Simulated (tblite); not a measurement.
Compound: C₄H₈O₂SSi.
Geometry (GFN2-xTB, Å), atoms numbered from 1 in this order:
```
atom  x, y, z in Å
O1    -2.933   -1.308   -0.304
C2    -1.891   -1.280    0.285
C3    -1.142   -0.038    0.669
C4    -1.690    1.287    0.146
S5    -0.043    1.839   -0.435
C6     0.239    0.056   -0.012
O7     1.282   -0.222    0.805
Si8    2.888   -0.169    0.491
H9    -1.357   -2.207    0.571
H10   -0.990   -0.031    1.752
H11   -2.374    1.159   -0.691
H12   -2.119    1.954    0.889
H13    0.294   -0.510   -0.950
H14    3.285    1.179    0.095
H15    3.197   -1.109   -0.589
H16    3.347   -0.593    1.801
```

Calculated harmonic vibrations of the isolated species, GFN2-xTB (tblite), most abundant isotopes, no scaling. Errors from tens to a few hundred cm⁻¹ against measured bands are possible. Modes of hydrogen on silicon can be 10 to 20 % off. One conformer, not necessarily the lowest.

Harmonic wavenumbers (cm⁻¹): 37.5, 62.6, 65.6, 114.2, 140.3, 187.9, 280.9, 320.2, 386.2, 490.5, 599.9, 636.2, 655.6, 711.7, 731.7, 755.3, 791.5, 812.6, 819.6, 853.6, 882.1, 952.1, 1035.4, 1071.7, 1111.0, 1125.9, 1141.7, 1176.7, 1226.3, 1275.2, 1314.7, 1361.7, 1442.8, 1790.5, 2241.3, 2291.3, 2364.4, 2765.6, 2873.8, 2957.9, 3001.8, 3022.6.

A = 2386, B = 889.2, C = 688.4 MHz; mass 148.001 u (most abundant isotopes); point group C1, symmetry number 1.

Question: What is the zero-point energy?

Answer: ½Σν̃ = 23940 cm⁻¹ = 68.45 kcal/mol.

Question: Entropy at 500 K, 1 bar (ideal gas, RRHO, classical rotation)?

Answer: Translation 43.48, rotation 31.32, vibration 49.30: S = 124.1 cal/(mol K).

Question: And Cp and H(500 K) − H(0)?

Answer: Cp = 52.71 cal/(mol K), of which vibrations give 44.76 (their classical limit is 42 R = 83.5); H(500 K) − H(0) = 15.99 kcal/mol without the zero-point energy, 12.01 from vibrations.

Question: Which modes carry the vibrational entropy at 500 K?

Answer: 37.5 cm⁻¹: 6.41; 62.6 cm⁻¹: 5.40; 65.6 cm⁻¹: 5.30; 114.2 cm⁻¹: 4.21; 140.3 cm⁻¹: 3.80; 187.9 cm⁻¹: 3.23 cal/(mol K); the other 36 give 20.94 together.

Question: What must be added to the electronic energy to get the Gibbs energy at 500 K and 1 bar?

Answer: ZPE + [H(500 K) − H(0)] − T·S = 68.45 + 15.99 − 62.05 = 22.39 kcal/mol.

Question: Blend soft modes into free rotors: weight 1/[1 + (100 cm⁻¹/ν̃)⁴] for the oscillator and the rest for a rotor with moment μB/(μ + B), μ = h/(8π²ν), B = 10⁻⁴⁴ kg m². What vibrational entropy results?

Answer: 44.08 cal/(mol K) in place of 49.30, which changes −T·S at 500 K by +2.61 kcal/mol.

Question: How do the functions run with temperature in this model?

Answer: 
| T (K) | S (cal/(mol K)) | Cp (cal/(mol K)) | H − H(0) (kcal/mol) | G − H(0) (kcal/mol) | ln q(vib) |
| --- | --- | --- | --- | --- | --- |
| 50 | 61.1 | 14.6 | 0.54 | -2.51 | 0.82 |
| 100 | 72.7 | 19.2 | 1.40 | -5.87 | 2.35 |
| 298.15 | 101.1 | 36.7 | 6.85 | -23.28 | 7.71 |
| 373.15 | 110.0 | 43.4 | 9.86 | -31.20 | 9.60 |
| 750 | 148.0 | 65.0 | 30.84 | -80.17 | 18.53 |
| 1000 | 167.8 | 72.7 | 48.12 | -119.73 | 23.84 |

q(vib) and H(0) count from the zero-point level.

Hindered rotation and anharmonicity are outside this model. Other conformers, if any are populated, would add a mixing term that is left out. The structure is chiral; the term R ln 2 for an equal mix with its mirror image is left out.
